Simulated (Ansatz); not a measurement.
Gas-phase electronic energies from Ansatz, PBE0-D4/def2-TZVP geometries. CCSD(T)/CBS adds triple-zeta CCSD(T) − MP2 to the extrapolated MP2 energy (def2 sets, frozen cores). One conformer a species, not always the lowest.

Reaction (redistribution): `[AlH2][N]1[CH2][AlH]1` + `BN(C)[SiH2]C` → `C[SiH2][N](C)[AlH2]` + `B[N]1[CH2][AlH]1`

```tsv
level	ΔE (kcal/mol)
HF/def2-TZVPP	2.8
MP2/def2-TZVPP	3.6
```

(1) What does CCSD(T)/CBS give? (Estimate.)

Largest T1 diagnostic among the species: 0.014.

Results:

(1) Ansatz gave: +3.5 kcal/mol. The listed levels differ from it by -0.7, 0.1 kcal/mol.
